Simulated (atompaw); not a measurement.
Varying the PAW (atompaw) potential for Ce (Z = 58)

Base potential:

- Element: Ce (Z = 58)
- Generator: atompaw 4.2.0.5
- Type: PAW
- Functional: PBE
- Relativity: scalar-relativistic
- Frozen core: [Kr] 4d10
- Valence charge: 12
- Reference configuration: 4f1 5s2 5p6 5d1 6s1.5 6p0 (charge +0.5)
- Partial waves: 5s (bound): rc 2.10 bohr; 6s (bound): rc 2.75 bohr; 5p (bound): rc 2.35 bohr; 6p (bound, empty): rc 2.50 bohr; 5d (bound): rc 2.75 bohr; 5d channel at 0.5 Ry: rc 2.75 bohr; 4f (bound): rc 0.95 bohr; 4f channel at 3.35 Ry: rc 0.95 bohr
- Local potential: ultrasoft scheme with l = 4 at -0.5 Ry, radius 2.25 bohr
- Core correction: smooth core density matched at 1.50 bohr
- Augmentation charge: sinc compensation charge, radius 2.00 bohr; PAW radius 2.75 bohr; waves and projectors: custom rrkj vanderbiltortho

All-electron outer shells of the reference configuration (PBE, scalar-relativistic, ld1.x):

```
shell  level (eV)  outermost node (bohr)  outermost maximum (bohr)
   4p     -213.88                   0.33                      0.62
   4d     -113.31                   0.31                      0.66
   5s      -43.41                   0.75                      1.37
   5p      -26.04                   0.81                      1.55
   4f       -8.20                      –                      0.71
   6s       -6.05                   1.81                      3.63
   5d       -5.70                   0.92                      2.15
   6p       -3.33                   2.14                      4.60
```

Cutoffs, loose and tight: the cutoffs (Ry, on a coarse ladder) from which the occupation-weighted sum of valence levels, in a spherical-Bessel basis at the reference potential, stays within 10 and 1 mRy of its value at 400 Ry. They see the waves, projectors and local potential, not the compensation charge or the core. A dash means not determined.

A true bound ghost makes a file unfit for plane-wave use even where its test errors are small: the radial tests pick states by their node count and pass the ghost by.

Cutoffs are not given where the Bessel-basis levels miss the radial ones by over 6 mRy, ghosts where they miss by over 20 mRy; a channel whose overlap is not positive is not tested.

```tsv
change	outcome	cutoff, loose	cutoff, tight	bound ghosts
base	generated	140 Ry	230 Ry	none
augmentation sinc compensation charge, radius 2.00 bohr; PAW radius 2.75 bohr; waves and projectors: custom polynom2 7 10 vanderbiltortho	generated	–	–	not determined
core [Kr] 4d10 4f1, valence charge 11; reference 5s2 5p6 5d1 6s0 6p0; waves now 5s (bound): rc 2.60 bohr; 6s (bound): rc 3.00 bohr; 5p (bound): rc 2.20 bohr; 6p (bound): rc 3.00 bohr; 5d (bound): rc 3.00 bohr; 5d channel at 1.55 Ry: rc 3.00 bohr; 5f channel at 0.45 Ry: rc 3.00 bohr; 5f channel at 3.1 Ry: rc 3.00 bohr; local potential ultrasoft scheme with l = 4 at -0.5 Ry, radius 2.50 bohr; core correction smooth core density matched at 1.75 bohr; augmentation sinc compensation charge, radius 2.50 bohr; PAW radius 3.00 bohr; waves and projectors: custom rrkj vanderbiltortho	generated	15 Ry	25 Ry	f
core correction smooth core density matched at 2.40 bohr	generated	140 Ry	230 Ry	none
augmentation sinc compensation charge, radius 2.00 bohr; PAW radius 2.75 bohr; waves and projectors: custom polynom vanderbiltortho	generated	120 Ry	230 Ry	none
local potential ultrasoft scheme with l = 4 at -0.5 Ry, radius 2.16 bohr	generated	140 Ry	230 Ry	none
local potential troulliermartins scheme with l = 4 at -0.5 Ry, radius 2.25 bohr	generated	140 Ry	230 Ry	s
reference 4f1 5s2 5p6 5d1 6s1 6p0	generated	140 Ry	230 Ry	none
wave 5d channel at 0.5 Ry: rc 2.75 bohr becomes 5d channel at 0.32 Ry: rc 2.75 bohr	generated	140 Ry	230 Ry	none
```
